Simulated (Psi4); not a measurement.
Computed with SAPT0/jun-cc-pVDZ, all electrons correlated (Psi4).

Psi4 input:

```
molecule {
0 1
C -0.49774673 -0.02300589 0.00243631
S 1.12266951 0.80698253 -0.09211391
H -0.62967409 -0.52523147 0.95839993
H -0.62982474 -0.72718904 -0.81620636
H -1.24563562 0.76297138 -0.08690882
H 1.88021167 -0.29452751 0.03439284
--
1 1
Li 1.64361994 1.92446739 -2.13441430
units angstrom
symmetry c1
no_reorient
no_com
}
set basis jun-cc-pvdz
set scf_type df
set freeze_core false
energy('sapt0')
```

Part of the output:

```
    SAPT Results
  --------------------------------------------------------------------------------------------------------
    Electrostatics                -34.60333214 [mEh]     -21.71391874 [kcal/mol]     -90.85103601 [kJ/mol]
      Elst10,r                    -34.60333214 [mEh]     -21.71391874 [kcal/mol]     -90.85103601 [kJ/mol]

    Exchange                       17.82353801 [mEh]      11.18443896 [kcal/mol]      46.79569259 [kJ/mol]
      Exch10                       17.82353801 [mEh]      11.18443896 [kcal/mol]      46.79569259 [kJ/mol]
      Exch10(S^2)                  17.74245564 [mEh]      11.13355900 [kcal/mol]      46.58281086 [kJ/mol]

    Induction                     -25.39456051 [mEh]     -15.93532730 [kcal/mol]     -66.67340942 [kJ/mol]
      Ind20,r                     -34.76127974 [mEh]     -21.81303235 [kcal/mol]     -91.26572737 [kJ/mol]
      Exch-Ind20,r                 10.60297348 [mEh]       6.65346631 [kcal/mol]      27.83810304 [kJ/mol]
      delta HF,r (2)               -1.23625425 [mEh]      -0.77576126 [kcal/mol]      -3.24578509 [kJ/mol]

    Dispersion                     -0.14990738 [mEh]      -0.09406830 [kcal/mol]      -0.39358177 [kJ/mol]
      Disp20                       -0.21113575 [mEh]      -0.13248969 [kcal/mol]      -0.55433685 [kJ/mol]
      Exch-Disp20                   0.06122837 [mEh]       0.03842139 [kcal/mol]       0.16075508 [kJ/mol]
      Disp20 (SS)                  -0.10556788 [mEh]      -0.06624484 [kcal/mol]      -0.27716842 [kJ/mol]
      Disp20 (OS)                  -0.10556788 [mEh]      -0.06624484 [kcal/mol]      -0.27716842 [kJ/mol]
      Exch-Disp20 (SS)              0.05584366 [mEh]       0.03504243 [kcal/mol]       0.14661751 [kJ/mol]
      Exch-Disp20 (OS)              0.00538471 [mEh]       0.00337896 [kcal/mol]       0.01413756 [kJ/mol]

  Total HF                        -42.17435464 [mEh]     -26.46480708 [kcal/mol]    -110.72875284 [kJ/mol]
  Total SAPT0                     -42.32426201 [mEh]     -26.55887538 [kcal/mol]    -111.12233461 [kJ/mol]
```
